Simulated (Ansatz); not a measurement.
C₃H₇AlO₂, singlet, at the geometry of the source list; CASSCF(4,4)/STO-3G in Ansatz (a program for electronic structure).

Ansatz was given this input:
Ansatz 0.2 input:
```yaml
crystal:
  periodic: [false, false, false]
  atoms:
    - {symbol: Al, position_ang: [-0.93080000, 0.97200000, 0.30890000]}
    - {symbol: H, position_ang: [-2.35890000, 0.49100000, 0.04270000]}
    - {symbol: C, position_ang: [-0.28130000, 2.76780000, 0.85110000]}
    - {symbol: H, position_ang: [0.07900000, 2.76060000, 1.88590000]}
    - {symbol: H, position_ang: [-1.01130000, 3.57560000, 0.77130000]}
    - {symbol: H, position_ang: [0.58490000, 3.04080000, 0.23490000]}
    - {symbol: O, position_ang: [0.11460000, -0.30750000, 0.04240000]}
    - {symbol: C, position_ang: [0.95710000, -1.31710000, -0.18140000]}
    - {symbol: C, position_ang: [0.31220000, -2.47050000, -0.90410000]}
    - {symbol: O, position_ang: [2.10070000, -1.28280000, 0.17000000]}
    - {symbol: H, position_ang: [1.05460000, -3.22920000, -1.13760000]}
    - {symbol: H, position_ang: [-0.15560000, -2.10630000, -1.81410000]}
    - {symbol: H, position_ang: [-0.46530000, -2.89430000, -0.26990000]}
basis:
  gaussian:
    orbitals: STO-3G
hamiltonian:
  xc: hf
magnetization: {spin_polarized: false}
correlation: {active_space: {window: {electrons: 4, orbitals: 4}}}
```

**Question.** Predict the main parts of the log of this Ansatz run.

**Answer.** 
```
Functional definition: HF
545 factors; integrals over basis functions are off by at most 6.3e-5 eV
mean field evaluation 1: about -13683.1237 eV, gradient 3.9e1 eV
mean field evaluation 2: about -13683.3282 eV, gradient 3.9e1 eV
mean field evaluation 4: about -13688.2604 eV, gradient 3.3e0 eV
mean field evaluation 8: about -13688.3242 eV, gradient 1.6e-1 eV
mean field -13688.32433487 eV, -503.0366410268 hartree, gradient 1.5e-6 eV, S^2 0.000000; 0 other end points of the search recorded, 0 dependent functions left out
reference -13688.32433487 eV, -503.0366410268 hartree; 27, 27 occupied and 14, 14 virtual orbitals, 545 factors
state -13690.31962743 eV, -503.1099666763 hartree
Total energy: -13690.31962743 eV, -503.1099666763 hartree
```
